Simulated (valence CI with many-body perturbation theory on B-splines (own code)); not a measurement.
**E1 transitions of Xe XLVIII**

Computed by valence CI with perturbative core correlation (CI+MBPT): five valence electrons over a frozen Dirac-Fock core [He], radial functions for each j: 9 s, 9 p, 8 d, 6 f, 3 g, 1 h, with the one-electron correlation potential Σ1, the two-electron term Σ2, the three-electron term Σ3, Breit, model QED; selected CI, second order for the rest (own B-spline code, finite nucleus).

No measured spectrum was set against this ion. As an estimate, large intervals hold to a few tenths of a per cent, small ones and those within an open d or f shell to about a per cent. Among the levels kept, up to 1800 cm⁻¹ of a level comes from second order outside the variational space, and about a tenth of that is noise between levels of different J, which matters for small intervals.

Lines 101 to 150 of 266 in falling wavelength, among levels below 394.95 Ry, chosen from the strongest by gf and those to the six lowest levels. Wavelengths and rates use the calculated energies. Electric multipoles are in the length gauge, E1 and E2 with the static RPA response of the core. Weak lines are less certain than strong ones. Lines between different terms over intervals too small for the method are left out, as are lines whose strength nearly cancels. The highest levels of a list are the least certain.

Levels are named by their leading jj configuration (3d3/2^4 stands for four electrons in 3d with j = 3/2), which in mixed levels can hold well under half, so a name can repeat and another be missing. Letters in brackets count levels of one name in rising energy.

```tsv
λ vac (nm)	Upper	Lower	A (s⁻¹)	S (a.u.) with core polarisation	S without
2.164	(2s 2p1/2 2p3/2^3) J=5/2	(2s^2 2p1/2 2p3/2^2) J=5/2	6.63e+11	1.99e-02	1.99e-02
2.146	(2s 2p1/2^2 2p3/2 3p3/2) J=5/2 [b]	(2s^2 2p1/2^2 3p3/2) J=3/2	7.67e+11	2.25e-02	2.25e-02
2.143	(2s 2p1/2 2p3/2^3) J=1/2	(2s^2 2p1/2 2p3/2^2) J=1/2	4.90e+11	4.76e-03	4.77e-03
2.122	(2p1/2 2p3/2^4) J=1/2	(2s 2p1/2 2p3/2^3) J=3/2 [b]	1.86e+12	1.76e-02	1.76e-02
2.122	(2s 2p1/2^2 2p3/2 3p1/2) J=1/2	(2s^2 2p1/2^2 3p1/2) J=1/2	8.46e+11	7.98e-03	8.00e-03
2.118	(2s 2p1/2^2 2p3/2 3p1/2) J=3/2 [b]	(2s^2 2p1/2^2 3p1/2) J=1/2	8.07e+11	1.51e-02	1.52e-02
2.112	(2s 2p1/2^2 2p3/2 3s) J=1/2	(2s^2 2p1/2^2 3s) J=1/2	8.02e+11	7.45e-03	7.47e-03
2.108	(2s 2p1/2^2 2p3/2 3p3/2) J=3/2 [b]	(2s^2 2p1/2^2 3p3/2) J=3/2	8.19e+11	1.51e-02	1.52e-02
2.103	(2s 2p1/2 2p3/2^3) J=3/2 [b]	(2s^2 2p1/2 2p3/2^2) J=1/2	3.85e+11	7.07e-03	7.08e-03
2.102	(2s 2p1/2^2 2p3/2 3s) J=3/2 [b]	(2s^2 2p1/2^2 3s) J=1/2	7.91e+11	1.45e-02	1.45e-02
2.095	(2s 2p1/2^2 2p3/2 3p3/2) J=1/2 [b]	(2s^2 2p1/2^2 3p3/2) J=3/2	8.34e+11	7.56e-03	7.58e-03
2.091	(2s 2p1/2 2p3/2^3) J=5/2	(2s^2 2p1/2 2p3/2^2) J=3/2	3.42e+10	9.26e-04	9.27e-04
2.088	(2p1/2^2 2p3/2^3) J=3/2	(2s 2p1/2^2 2p3/2^2) J=3/2	1.26e+12	2.26e-02	2.26e-02
2.085	(2s 2p3/2^4) J=1/2	(2s^2 2p3/2^3) J=3/2	1.61e+12	1.44e-02	1.44e-02
2.083	(2p1/2^2 2p3/2^3) J=3/2	(2s 2p1/2^2 2p3/2^2) J=1/2	2.67e+11	4.75e-03	4.76e-03
2.082	(2p1/2 2p3/2^4) J=1/2	(2s 2p1/2 2p3/2^3) J=1/2	7.81e+11	6.97e-03	6.98e-03
2.036	(2s 2p1/2^2 2p3/2^2) J=1/2	(2s^2 2p1/2^2 2p3/2) J=3/2	8.07e+11	6.72e-03	6.74e-03
2.031	(2s 2p1/2^2 2p3/2^2) J=3/2	(2s^2 2p1/2^2 2p3/2) J=3/2	1.38e+12	2.29e-02	2.29e-02
1.997	(2s 2p1/2 2p3/2^3) J=3/2 [b]	(2s^2 2p1/2 2p3/2^2) J=5/2	1.44e+12	2.26e-02	2.26e-02
1.969	(2s 2p1/2 2p3/2^3) J=1/2	(2s^2 2p1/2 2p3/2^2) J=3/2	1.33e+12	1.00e-02	1.01e-02
1.934	(2s 2p1/2 2p3/2^3) J=3/2 [b]	(2s^2 2p1/2 2p3/2^2) J=3/2	3.45e+10	4.92e-04	4.93e-04
1.867	(2p1/2^2 2p3/2^3) J=3/2	(2s 2p1/2^2 2p3/2^2) J=5/2	3.98e+11	5.12e-03	5.13e-03
1.404	(2s 2p1/2 2p3/2^3) J=3/2 [a]	(2s^2 2p1/2^2 2p3/2) J=3/2	1.27e+10	6.93e-05	6.94e-05
1.321	(2p1/2 2p3/2^4) J=1/2	(2s 2p1/2^2 2p3/2^2) J=1/2	1.83e+09	4.16e-06	4.17e-06
1.302	(2s 2p1/2 2p3/2^3) J=1/2	(2s^2 2p1/2^2 2p3/2) J=3/2	3.25e+10	7.08e-05	7.10e-05
1.287	(2s 2p1/2 2p3/2^3) J=3/2 [b]	(2s^2 2p1/2^2 2p3/2) J=3/2	2.31e+10	9.72e-05	9.74e-05
1.279	(2s 2p3/2^4) J=1/2	(2s^2 2p1/2 2p3/2^2) J=3/2	4.84e+10	1.00e-04	1.00e-04
0.3075	(2s^2 2p1/2^2 3p1/2) J=1/2	(2s 2p1/2^2 2p3/2^2) J=1/2	9.95e+10	2.86e-06	2.86e-06
0.2995	(2s^2 2p1/2^2 3p3/2) J=3/2	(2s 2p1/2^2 2p3/2^2) J=1/2	2.75e+10	1.46e-06	1.46e-06
0.2951	(2s^2 2p1/2^2 3s) J=1/2	(2s^2 2p1/2 2p3/2^2) J=1/2	3.84e+10	9.73e-07	9.72e-07
0.2946	(2s^2 2p1/2^2 3p3/2) J=3/2	(2s 2p1/2^2 2p3/2^2) J=5/2	1.22e+11	6.13e-06	6.12e-06
0.2817	(2s^2 2p1/2 2p3/2 3p1/2) J=3/2 [b]	(2s 2p1/2^2 2p3/2^2) J=1/2	2.63e+11	1.16e-05	1.16e-05
0.2793	(2s^2 2p1/2^2 3d3/2) J=3/2	(2s^2 2p1/2 2p3/2^2) J=1/2	8.72e+10	3.75e-06	3.76e-06
0.2789	(2s^2 2p1/2 2p3/2 3p1/2) J=5/2	(2s 2p1/2^2 2p3/2^2) J=5/2	7.73e+10	4.96e-06	4.95e-06
0.2778	(2s^2 2p1/2 2p3/2 3p3/2) J=1/2 [a]	(2s 2p1/2^2 2p3/2^2) J=1/2	7.74e+10	1.64e-06	1.63e-06
0.2774	(2s^2 2p1/2 2p3/2 3p1/2) J=3/2 [b]	(2s 2p1/2^2 2p3/2^2) J=5/2	3.32e+11	1.40e-05	1.40e-05
0.2768	(2s^2 2p1/2 2p3/2 3p3/2) J=3/2 [b]	(2s 2p1/2^2 2p3/2^2) J=1/2	3.45e+12	1.44e-04	1.44e-04
0.2761	(2s^2 2p1/2^2 3d3/2) J=3/2	(2s^2 2p1/2 2p3/2^2) J=3/2	2.29e+11	9.53e-06	9.55e-06
0.2751	(2s^2 2p1/2 2p3/2 3p3/2) J=1/2 [b]	(2s 2p1/2^2 2p3/2^2) J=1/2	2.41e+12	4.96e-05	4.96e-05
0.2750	(2s 2p1/2^2 2p3/2 3s) J=3/2 [a]	(2s 2p1/2^2 2p3/2^2) J=1/2	1.27e+13	5.21e-04	5.20e-04
0.2741	(2s^2 2p1/2 2p3/2 3p3/2) J=5/2 [a]	(2s 2p1/2^2 2p3/2^2) J=5/2	3.69e+12	2.25e-04	2.24e-04
0.2740	(2s^2 2p1/2^2 3d5/2) J=5/2	(2s^2 2p1/2 2p3/2^2) J=3/2	3.25e+10	1.98e-06	1.98e-06
0.2737	(2s^2 2p1/2 2p3/2 3s) J=3/2 [a]	(2s^2 2p1/2 2p3/2^2) J=1/2	2.09e+11	8.45e-06	8.43e-06
0.2733	(2s^2 2p1/2 2p3/2 3s) J=1/2	(2s^2 2p1/2 2p3/2^2) J=1/2	1.80e+13	3.63e-04	3.62e-04
0.2732	(2s^2 2p1/2 2p3/2 3p3/2) J=3/2 [a]	(2s 2p1/2^2 2p3/2^2) J=5/2	8.19e+10	3.30e-06	3.29e-06
0.2726	(2s^2 2p1/2 2p3/2 3p3/2) J=3/2 [b]	(2s 2p1/2^2 2p3/2^2) J=5/2	1.14e+13	4.55e-04	4.54e-04
0.2725	(2s^2 2p1/2 2p3/2 3s) J=3/2 [b]	(2s^2 2p1/2 2p3/2^2) J=1/2	1.80e+13	7.19e-04	7.17e-04
0.2724	(2s 2p1/2^2 2p3/2 3s) J=1/2	(2s 2p1/2^2 2p3/2^2) J=3/2	3.67e+13	7.32e-04	7.31e-04
0.2723	(2s 2p1/2^2 2p3/2 3s) J=1/2	(2s 2p1/2^2 2p3/2^2) J=1/2	1.84e+13	3.67e-04	3.67e-04
0.2723	(2s 2p1/2^2 2p3/2 3s) J=5/2	(2s 2p1/2^2 2p3/2^2) J=5/2	1.53e+13	9.12e-04	9.10e-04
```
